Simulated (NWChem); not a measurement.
## Correlation energy of H3ClSi

```
Si
H 1 1.4872
H 1 1.4872 2 109.97
H 1 1.4872 2 109.97 3 121.24
Cl 1 2.0791 2 108.97 3 -119.38
```
Charge 0, spin multiplicity 1.

Program: NWChem. All single points use one geometry, from B3LYP/def2-SVP, a minimum by its harmonic frequencies.

Basis set: 6-31G*. Each correlation energy counts from its own Hartree-Fock reference.

The correlated methods keep 10 core orbitals frozen. The Pople sets run with spherical d functions. The structure started from a generated list of species. Coupled-cluster values serve here as a point of comparison, not as the truth.

Q: Order these methods by the correlation energy they give, lowest first: CR-CCSD[T], SCS-MP2, MP2, CCSD.

A: CR-CCSD[T] (-240.1 mHa), CCSD (-235.6 mHa), SCS-MP2 (-205.7 mHa), MP2 (-203.9 mHa)
